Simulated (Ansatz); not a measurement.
Consider the redistribution: `F[SiH2]S[SiH](F)F` + `CO[SiH2]O[SiH3]` → `F[SiH](F)O[SiH3]` + `CO[SiH2]S[SiH2]F`.

Gas-phase electronic energies from Ansatz, PBE0-D4/def2-TZVP geometries. CCSD(T)/CBS adds triple-zeta CCSD(T) − MP2 to the extrapolated MP2 energy (def2 sets, frozen cores). DFT in def2-TZVPP. Each species was taken in one conformer, which may not be the lowest.

```tsv
level	ΔE (eV)
PBE-D4	-0.13
PBE0-D4	-0.16
MP2/def2-TZVPP	-0.18
CCSD/def2-TZVPP	-0.18
```

Question: What does CCSD(T)/CBS give? (Estimate.)

Answer: Computed: -0.17 eV. The listed levels differ from it by 0.04, 0.01, -0.01, -0.01 eV.

Largest T1 diagnostic among the species: 0.012.
